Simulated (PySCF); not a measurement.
W(NH)(S)(OH)(NH2) (H4N2OSW), SMILES [NH]=[W]([NH2])([OH])=[S], multiplicity 1.

Geometry optimised at PBE0-D3(BJ)/def2-SVP. The spin state was assumed, not searched. The structure was generated by enumeration; whether it is a known compound was not checked. The def2 effective core potentials stand for the cores of W; spin–orbit coupling is left out. Other conformers were not sampled.

Method: PBE/def2-TZVP in PySCF.

Gas-phase values at a fixed geometry.

The total energy is -652.35953 hartree, the highest occupied level is -5.93 eV and the lowest empty level comes out as -2.26 eV. The orbital gap comes out as 3.66 eV, the dipole moment is 3.64 D and the quadrupole, principal values (traceless, Buckingham form, about the centre of nuclear charge) comes out as -7.93, -1.79, 9.72 D·Å. The mean static polarisability is 80.8 bohr³ (11.98 Å³) and the polarisability, principal values is 69.4, 75.4, 97.8 bohr³.
